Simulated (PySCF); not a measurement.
PySCF 2.14 output of an unrestricted BLYP calculation on a single atom or ion in def2-TZVPPD, with no relativity, point nucleus:

```
SCF conv_tol = 1e-09
number electrons alpha = 10  beta = 9
    A. D. Becke.,  Phys. Rev. A 38, 3098 (1988)
    C. Lee, W. Yang, and R. G. Parr.,  Phys. Rev. B 37, 785 (1988)
    B. Miehlich, A. Savin, H. Stoll, and H. Preuss.,  Chem. Phys. Lett. 157, 200 (1989)
cycle= 1 E= -599.854760895962  delta_E= -0.00433  |g|= 0.0104  |ddm|= 0.242
cycle= 2 E= -599.854792637377  delta_E= -3.17e-05  |g|= 0.00681  |ddm|= 0.0225
cycle= 3 E= -599.854813337143  delta_E= -2.07e-05  |g|= 0.000456  |ddm|= 0.00963
cycle= 4 E= -599.854813426758  delta_E= -8.96e-08  |g|= 1.51e-05  |ddm|= 0.000998
cycle= 5 E= -599.854813427387  delta_E= -6.29e-10  |g|= 3.98e-07  |ddm|= 0.000189
converged SCF energy = -599.854813427387  <S^2> = 0.75000805  2S+1 = 2.0000081
```

The run itself started from symmetry-adapted Hartree-Fock orbitals and held the occupation by maximum overlap, on a logarithmic radial grid, so the iterations belong to that start.

Question: Which element, charge and spin multiplicity is this?

Answer: K (potassium, neutral), multiplicity 2; the state was [Ar] 4p1, 2P determinant (an excited configuration).
